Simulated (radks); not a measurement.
The table gives one normalised radial function P(r) = r R(r) of Ho+ in [Xe] 4f11 6s1 (r in bohr). All-electron calculation, scalar-relativistic Kohn-Sham, r2SCAN, spin-polarised, spherical densities, finite nucleus; open shells are filled with parallel spins first (spin-orbit coupling, left out, can overturn this in heavy ions); meta-GGA in the generalised Kohn-Sham scheme; Fermi nuclear charge, rms radius 5.2022 fm. Program: a radial shooting solver on a logarithmic mesh with Libxc functionals.

r,P
0.001888,0.0758
0.002198,0.0845
0.002579,0.0943
0.003003,0.1042
0.003496,0.1143
0.004102,0.1252
0.004775,0.1352
0.005559,0.1445
0.006524,0.1528
0.007595,0.1585
0.008842,0.1610
0.01038,0.1590
0.01208,0.1514
0.01406,0.1367
0.0165,0.1123
0.01921,0.0797
0.02236,0.0375
0.02625,-0.0165
0.03055,-0.0745
0.03557,-0.1348
0.04174,-0.1935
0.04859,-0.2358
0.05657,-0.2547
0.06639,-0.2383
0.07728,-0.1813
0.08997,-0.0831
0.1056,0.0541
0.1229,0.1943
0.1431,0.3112
0.1679,0.3685
0.1955,0.3289
0.2276,0.1876
0.2671,-0.0465
0.3109,-0.2926
0.3619,-0.4834
0.4247,-0.5444
0.4945,-0.4277
0.5756,-0.1543
0.6755,0.2316
0.7864,0.5975
0.9155,0.8791
1.074,1.0265
1.251,1.0142
1.456,0.8833
1.709,0.6735
1.989,0.4625
2.316,0.2812
2.718,0.1437
3.164,0.0652
3.683,0.0251
4.322,0.0075
5.032,0.0017
5.858,0.0003
6.874,0.0000
8.002,0.0000
9.316,0.0000
10.93,0.0000
12.73,0.0000

Which n and l does it have? It may be an empty orbital.

Answer. n = 5, l = 0: the number of nodes gives n - l - 1 = 4, the rise at small r (about r^(l+1), flatter next to the nucleus through relativity) gives l, and the extent must fit the shell. The curve is that of 5s down; the table hardly tells the two spins apart. 5s down: eigenvalue -57.491 eV, 4 radial nodes at r = 0.0251, 0.0995, 0.259, 0.615 bohr, <r> = 1.29 bohr, 90 % of the charge inside 1.86 bohr.
